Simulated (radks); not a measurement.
Dy55+, configuration [Ne] 3s1 (the NIST ground configuration).

All-electron calculation, non-relativistic Kohn-Sham, LDA (Slater exchange, Perdew-Wang correlation), spin-unpolarised, spherical densities, point nucleus; relativity is left out, which matters for an element this heavy. Program: a radial shooting solver on a logarithmic mesh with Libxc functionals.

Energy parts (eV):
| part | energy |
|---|---|
| total | -226635.07 |
| kinetic | 226603.38 |
| electron-nucleus | -469745.84 |
| Hartree | 19384.54 |
| exchange-correlation | -2877.14 |

Orbitals (lengths in bohr, moments of r in powers of bohr; <r^-3> diverges for s and p1/2; r(90%) holds 90 % of the orbital's charge):
[
 {"orbital": "1s", "occ.": "2", "eigenvalue (eV)": "-54408.23", "r(90%)": "0.0408", "<r^-3>": "-"},
 {"orbital": "2s", "occ.": "2", "eigenvalue (eV)": "-12024.79", "r(90%)": "0.147", "<r^-3>": "-"},
 {"orbital": "2p", "occ.": "6", "eigenvalue (eV)": "-11712.74", "r(90%)": "0.131", "<r^-3>": "10210"},
 {"orbital": "3s", "occ.": "1", "eigenvalue (eV)": "-5056.533", "r(90%)": "0.324", "<r^-3>": "-"}
]

The highest occupied level is 3s at -5056.5 eV. For comparison, the ionisation energy in NIST's Atomic Spectra Database is 5412 eV (theoretical). In exact Kohn-Sham theory the highest level is minus the ionisation energy, but local and semilocal functionals leave it too shallow, through self-interaction and a potential that decays too fast; potentials with the right tail come closer.

Beside tabulated values, note that spin-unpolarised runs miss the spin-polarisation part of the exchange energy of open shells.
